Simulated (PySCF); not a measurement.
silanone (H2OSi), SMILES O=[SiH2].

The structure is a stationary point at ωB97X-D3(BJ)/def2-TZVP.

The numbers are results of PySCF with SMD-ωB97X/6-31G*, not measurements.

Solvation free energies are E(SMD) − E(gas) at the gas-phase geometry, for 1 M in both phases. In vacuum the dipole moment is 3.58 D.

Question: Estimate the solvation free energies in water, chlorobenzene, ethylethanoate. (The exact figures need the calculation; the answer reports its results.)

Answer: 
```json
[
 {"solvent": "water", "ΔG(solv) (kcal/mol)": "-8.6", "its non-electrostatic (CDS) part": "1.1", "dipole (D)": "4.76"},
 {"solvent": "chlorobenzene", "ΔG(solv) (kcal/mol)": "-5.0", "its non-electrostatic (CDS) part": "-0.7", "dipole (D)": "4.09"},
 {"solvent": "ethylethanoate", "ΔG(solv) (kcal/mol)": "-5.3", "its non-electrostatic (CDS) part": "-1.1", "dipole (D)": "4.10"}
]
```
